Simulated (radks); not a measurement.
The mean radii <r> (bohr) of the occupied orbitals of an atom or ion are listed with their occupations. All-electron calculation, Dirac Kohn-Sham, BLYP, spin-unpolarised, spherical densities, point nucleus. Program: a radial shooting solver on a logarithmic mesh with Libxc functionals.

orbital  occ.      <r>
1s1/2       2  0.03428
2s1/2       2   0.1493
2p1/2       2   0.1271
2p3/2       4   0.1318
3s1/2       2   0.4153
3p1/2       2   0.4091
3p3/2       4   0.4198
3d3/2       4   0.3970
3d5/2       6   0.4005
4s1/2       2    1.053
4p1/2       2    1.143
4p3/2       4    1.172
4d3/2       4    1.597
5s1/2       2    2.956
6s1/2       1    8.521

Name the element and its charge. Open shells, if any, fill j = l - 1/2 first.

Answer. Z = 43, technetium, charge 0: Tc in [Kr] 4d4 5s2 6s1. The 1s radius gives Z: for a bare nucleus <r> = (2 gamma + 1)/(2Z) with gamma = sqrt(1 - (Z/c)^2), 0.03371 bohr for Z = 43, and screening makes it slightly larger (0.03428 here). The occupations add up to 43, and the charge is Z minus that.
